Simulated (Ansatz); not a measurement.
Species: C3H5NSSi (charge 0, singlet). 
Structure (B3LYP-D3(BJ)/def2-TZVP (Ansatz, a first-principles code) minimum search):
SMILES: c1csc([SiH3])n1
```xyz
11

Si     2.2045     0.2241     0.0526
C      0.3326     0.2107     0.0713
N     -0.3969     1.2311     0.4463
C     -1.7327     0.9607     0.3661
C     -2.0526    -0.2900    -0.0782
S     -0.6224    -1.1685    -0.4110
H      2.7185     0.4670     1.4174
H      2.6899     1.2827    -0.8583
H      2.6598    -1.1001    -0.4278
H     -2.4477     1.7200     0.6473
H     -3.0307    -0.7183    -0.2194
```

Total electronic energies in hartree. Cores are frozen in the correlated levels unless marked. No spin-orbit coupling. Non-relativistic. CBS(X,Y): correlation extrapolated as X^-3; Hartree-Fock from the larger set.

The Hartree-Fock reference is unstable (checked in the largest basis), which strains HF and MP2. 

```
level                                                program  energy (Eh)
--------------------------------------------  --------------  -----------
SVWN5/def2-TZVPD                                      Ansatz          ___
r2SCAN-D4/def2-TZVPD                          Ansatz + dftd4   -859.68976
B3LYP-D4/def2-TZVPD                           Ansatz + dftd4   -859.89503
B3LYP/def2-TZVPD                                      Ansatz   -859.87514
PBE0/def2-TZVPD                                       Ansatz          ___
r2SCAN0/def2-TZVPD                                    Ansatz   -859.65266
HSE06-D4/def2-TZVPD                           Ansatz + dftd4          ___
wB97X/def2-TZVPD                                      Ansatz   -859.77716
RI-MP2/CBS(aug-cc-pV(T+d)Z,aug-cc-pV(Q+d)Z)           Ansatz    -858.6107
SCS-MP2/cc-pV(D+d)Z                                   Ansatz   -858.20190
SCS-MP2/cc-pwCVTZ                                     Ansatz   -858.47651
SCS-MP2/aug-cc-pV(Q+d)Z                               Ansatz   -858.56183
CCSD/STO-3G                                           Ansatz   -848.00507
CCSD(T)/cc-pVTZ                                       Ansatz   -858.55387
CCSD(T)/CBS(aug-cc-pV(T+d)Z,aug-cc-pV(Q+d)Z)          Ansatz    -858.6844
```

### Question
What belongs in the gaps?

### Answer

- SVWN5/def2-TZVPD, energy (Eh): -855.81252
- PBE0/def2-TZVPD, energy (Eh): -859.37207
- HSE06-D4/def2-TZVPD, energy (Eh): -859.35878
